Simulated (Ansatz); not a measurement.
`C#C[CH2][GaH][CH3]` + CH₃NH₂ → `C[NH][GaH][CH3]` + `C#CC` at 400 K and 1 bar (ligand exchange at a Ga–C bond).

Gas-phase electronic energies from Ansatz, PBE0-D4/def2-TZVP geometries. CCSD(T)/CBS adds triple-zeta CCSD(T) − MP2 to the extrapolated MP2 energy (def2 sets, frozen cores). This one scheme is used for every species. For Ga outer-core shells are correlated without core-valence functions, which leaves a few kJ/mol of doubt a bond. Scalar relativity is left out up to krypton. Each species was taken in one conformer, which may not be the lowest.

| species | CCSD(T)/CBS energy (Eh) | H − E (kJ/mol) | S (J/(mol·K)) |
| --- | --- | --- | --- |
| `C#C[CH2][GaH][CH3]` | -2080.29520 | 267.8 | 418.7 |
| CH₃NH₂ | -95.75281 | 185.4 | 256.0 |
| `C[NH][GaH][CH3]` | -2059.57505 | 287.8 | 395.7 |
| `C#CC` | -116.49627 | 165.8 | 265.8 |

H − E and S are ideal-gas, rigid-rotor, harmonic terms from PBE0-D4/def2-TZVP, for one conformer and one mirror image of each species. 1 Eh = 2625.50 kJ/mol, R = 8.31446 J/(mol·K).

By hand: ΔE, ΔH, ΔS and ΔG.

ΔE = (-2059.57505) + (-116.49627) − (-2080.29520) − (-95.75281) = -0.02331 Eh = -61.2 kJ/mol. Δ(H − E) = 287.8 + 165.8 − 267.8 − 185.4 = 0.4, so ΔH = -60.8 kJ/mol. ΔS = 395.7 + 265.8 − 418.7 − 256.0 = -13.2 J/(mol·K). ΔG = -60.8 − 400 × (-13.2)/1000 = -55.5 kJ/mol.

By hand: the equilibrium constant, and the temperature at which ΔG would vanish if ΔH and ΔS stayed fixed.

log₁₀ K = −ΔG/(RT ln 10) = 7.2. ΔG = 0 at ΔH/ΔS = 4606 K, far beyond where these terms or the molecules hold.

The number of gas molecules stays the same, so ΔS is small and ΔH decides. A doubt of 5 kJ/mol in ΔE shifts log₁₀ K by 0.7 here. Other conformers and mirror images would add mixing entropy, several J/(mol·K) or more a flexible species. Modes under 60 cm⁻¹, often nearly free rotors, make the harmonic entropy too high. These are equilibria of isolated gas molecules and say nothing of rates. Largest T1 diagnostic: 0.013 (customary marks: 0.02 for closed shells, 0.045 for open ones).
